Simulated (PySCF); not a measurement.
# Relaxation of singlet GeCl₂

Method: PBE0/[Ge def2-SVP, Cl def2-SVP], no relativity, density fitting, PySCF. A (50,194) grid was used.

A start displaced from a saddle point along its imaginary mode, of C2v symmetry, held to at least that symmetry:

```xyz
3
charge 0 multiplicity 1, angstrom
Ge   -0.0024   -0.1135    0.0000
Cl    0.0025    0.1200    2.3145
Cl    0.0025    0.1200   -2.3145
```

Question: What forces act on the atoms at the start (eV/Å)?

Answer: 
```json
{"atom": "Ge1", "Fx": "-0.01", "Fy": "-0.68", "Fz": "0.00"}
{"atom": "Cl2", "Fx": "0.01", "Fy": "0.34", "Fz": "-0.27"}
{"atom": "Cl3", "Fx": "0.01", "Fy": "0.34", "Fz": "0.27"}
```

Question: What does it relax to?

Answer: It ends at C2v with Ge–Cl 2.191 Å (×2); Cl–Ge–Cl 100.2° (after a last refinement on a finer grid). A frequency run shows a minimum. Other isomers or separated fragments may lie lower.

Question: How much energy is released, and in how many steps?

Answer: 152.4 kJ/mol in 8 steps.

The relaxation took of the order of 22 core-seconds on a shared host.
